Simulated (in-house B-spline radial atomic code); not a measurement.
RPA and G0W0 on PBE0: the chlorine ion Cl⁶⁺

Configuration [Ne] 3s1, highest spin, mean-field start PBE0. Computed with an all-electron radial atomic-structure program (B-spline basis): all electrons, non-relativistic, point nucleus, each spin shell either full or empty, empty states to l = 9 with an (l + 1/2)⁻⁴ tail; G0W0 by contour deformation at full frequency.

Command:
```bash
python run_gw.py task.json out
```
Settings (radii: box in bohr, nucleus in fm):
```
Z                        17
electrons                11
configuration            [Ne] 3s1
hamiltonian              nr
method                   pbe0
lmax                     9
spin_polarised           True
box_radius               9.29
intervals                47
ion_configuration        [He] 2s2 2p6
```

Run time, properties included: 2.5 s on 1 thread of Arm Neoverse N1, with other jobs on the host.

Energies (hartree):

| term | value |
| --- | --- |
| mean-field total | -449.21739 |
| Hartree-Fock functional on these orbitals | -448.92662 |
| direct second order | -0.71151 |
| second-order exchange | 0.26854 |
| SOSEX correction | 0.25064 |

Q: What is the RPA correlation energy, and what remains with SOSEX?

A: RPA gives -0.65438 hartree (-1.62 eV per electron); RPA + SOSEX gives -0.40374, and the second-order doubles -0.44297 hartree (no singles). SOSEX takes back 38 % of the RPA value.

Quasi-particle levels (eV):

```tsv
level	occupied	mean field	Σx - vxc	Σc	QP weight	G0W0
3s up	yes	-108.71	-4.73	?	?	?
2p down	yes	-305.87	-20.15	2.93	0.964	-323.09
2p up	yes	-306.44	-20.29	3.00	0.959	-323.73
3s down	no	-101.04	6.80	-2.42	0.957	-96.66
```

G0W0 = mean field + (Σx - vxc) + Σc, with Σc (partial-wave tail included) taken at the quasi-particle energy. Only the outer levels were computed. Levels of low weight are left out.

Q: Where does G0W0 put 3s up?

A: At -115.04 eV, with Σc = -1.60 eV and a quasi-particle weight of 0.975. The tabulated removal energy is 114.201 eV (NIST, measured); the calculation leaves out relativity, Breit and QED terms, and what these don't explain is the method's own error.

Q: What does it cost to remove one electron (to [He] 2s2 2p6) by differences of total energies, each species on its own start (correlation terms add to the Hartree-Fock functional)?

A: PBE0 114.44 eV, Hartree-Fock functional 113.34 eV, + RPA 114.66 eV, + RPA + SOSEX 113.80 eV, + second order 113.91 eV. Tabulated: 114.201 eV (NIST, measured); the calculation leaves out relativity, Breit and QED terms, and what these don't explain is the method's own error.
